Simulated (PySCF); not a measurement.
## Ionisation energy of Kr²⁵⁺ by level of theory

Kr²⁵⁺ [Ne] 3s1 (2S) → Kr²⁶⁺ [Ne] (1S), as a difference of total energies. Computed with PySCF 2.14 in an uncontracted even-tempered set (16 s from 2.9 bohr⁻², ratio 2.5; 10 p from 3.8 bohr⁻², ratio 2.5; 5 d from 14 bohr⁻², ratio 2.7; 4 f from 22 bohr⁻², ratio 2.7), with the non-relativistic Hamiltonian (point nucleus). Correlated levels: outer shells: 1s2 frozen; virtual orbitals above 40 to 60 times the deepest correlated orbital energy dropped. The calculations carry no spin-orbit coupling.

Order these methods by the ionisation energy they give, lowest first.
A. M06-2X
B. PBE0
C. SCS-MP2 (outer shells)
D. r2SCAN

D (1185.4 eV), C (1186.1 eV), A (1187.8 eV), B (1188.4 eV).

The gap to the reference is mostly relativistic.

For comparison: 1205.2 eV (semi-empirical (NIST evaluation); NIST Atomic Spectra Database, ionization energies).
